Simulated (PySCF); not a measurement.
F4Sb, charge +1. Atoms are numbered in the order given.

```xyz
5

Sb     0.0000     0.0000     0.0000
F      1.0771     1.0771    -1.0771
F     -1.0771     1.0771     1.0771
F     -1.0771    -1.0771    -1.0771
F      1.0771    -1.0771     1.0771
```
Charge +1, spin multiplicity 1.

The structure is a stationary point at B3LYP-D3(BJ)/def2-SVP. The multiplicity is an assumed one; other spin states were not compared. The isomer is the one that the SMILES or the coordinates give; other isomers of the formula were not compared. The def2 effective core potentials stand for the cores of Sb; spin–orbit coupling is left out.

All values below come from ωB97X/def2-TZVP in PySCF.

The molecule is in vacuum.

Computed frontier levels, gap, dipole moment and polarisability:
```yaml
highest_occupied_level: -22.20 eV
lowest_empty_level: -9.96 eV
orbital_gap: 12.25 eV
dipole_moment_about_the_centre_of_nuclear_charge: 0.00 D
mean_static_polarisability: 30.8 bohr³ (4.56 Å³)
polarisability_principal_values: 30.8, 30.8, 30.8 bohr³
```
